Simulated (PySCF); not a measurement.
## Electron correlation in Tb⁴⁵⁺ (terbium, charge +45)

[Ar] 3d2, high-spin 3F determinant. Computed with PySCF 2.14 in an even-tempered Gaussian basis (18 s from 9.6 bohr⁻², ratio 2.5; 12 p from 12 bohr⁻², ratio 2.5; 7 d from 12 bohr⁻², ratio 2.5; 4 f from 44 bohr⁻², ratio 2.7; 3 g from 65 bohr⁻², ratio 2.7), with scalar relativity by spin-free X2C-1e. Frozen: [Ne]; 10 electrons correlated; the 25 highest virtual orbitals of each spin left out.

```json
{"level": "CCSD", "correlation energy (mhartree)": "-499.71"}
{"level": "(T)", "correlation energy (mhartree)": "-2.09"}
{"level": "CCSD(T)", "correlation energy (mhartree)": "-501.80"}
```

Diagnostics: T1 = 0.00027, D1 = 0.0006, largest double amplitude 0.022.

Spin-orbit coupling is strong in this species (close to jj coupling), so the high-spin LS determinant is a model state, not a physical level.

Cost of the coupled-cluster step: 58 s of wall time on 2 threads of Neoverse-V2 (shared host), for 10 correlated electrons.

At this charge the one-electron X2C treatment keeps the bare 1/r₁₂, with no two-electron picture change or Breit term. The effect here is smaller than on the frozen 1s shell; and a scalar Hamiltonian misses the large spin-orbit splitting of the p shells, which matters for ns² → np² pairs.

Spin-orbit coupling is strong in this species, so the high-spin LS determinant is a model state.
